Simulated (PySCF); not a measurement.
PySCF input for B(NCO)2(OH) (C2HBN2O3), SMILES O=C=NB(O)N=C=O, PBE0/pcSseg-1. Geometry: r2SCAN-D4/def2-SVP. The values are those of a single conformer.

```python
import numpy as np
from pyscf import gto, scf, dft
from pyscf.prop.nmr import rks as nmr

mol = gto.M(
    atom='''
    B    -0.77320671    0.00138775    0.00000000
    N    -0.42532626    1.39741755    0.00000000
    C     0.43439044    2.24704071    0.00000000
    O     1.19588799    3.13374427    0.00000000
    N     0.25286414   -0.99492769    0.00000000
    C     0.61679633   -2.14507752    0.00000000
    O     1.05654428   -3.22884403    0.00000000
    O    -2.07259239   -0.38141792    0.00000000
    H    -2.67257134    0.37599458    0.00000000
    ''',
    basis='pcSseg-1',
    charge=0,
    spin=0,
    max_memory=1600,
    verbose=3,
)
mf = dft.RKS(mol, xc='pbe0')
mf.grids.level = 3
mf.conv_tol = 1e-10
mf.max_cycle = 100
mf.kernel()
n = nmr.NMR(mf)
n.verbose = 2
n.max_cycle_cphf = 60
sigma = n.kernel()
print('atom   isotropic/ppm   span/ppm')
for i, s in enumerate(sigma):
    w = np.linalg.eigvalsh((s + s.T) / 2)
    print(f'{mol.atom_symbol(i):2s}{i + 1:3d} {w.mean():14.3f} {w[2] - w[0]:11.3f}')
```

Log of the run:

```
converged SCF energy = -436.475555906531
atom   isotropic/ppm   span/ppm
B   1         86.965      26.151
N   2        198.059     188.019
C   3         55.103     325.471
O   4        169.255     277.880
N   5        200.667     202.663
C   6         56.757     324.143
O   7        173.903     272.795
O   8        191.319     196.585
H   9         26.878      14.264
```

The run converged.

Cost: about 30 core-seconds (a rough figure).
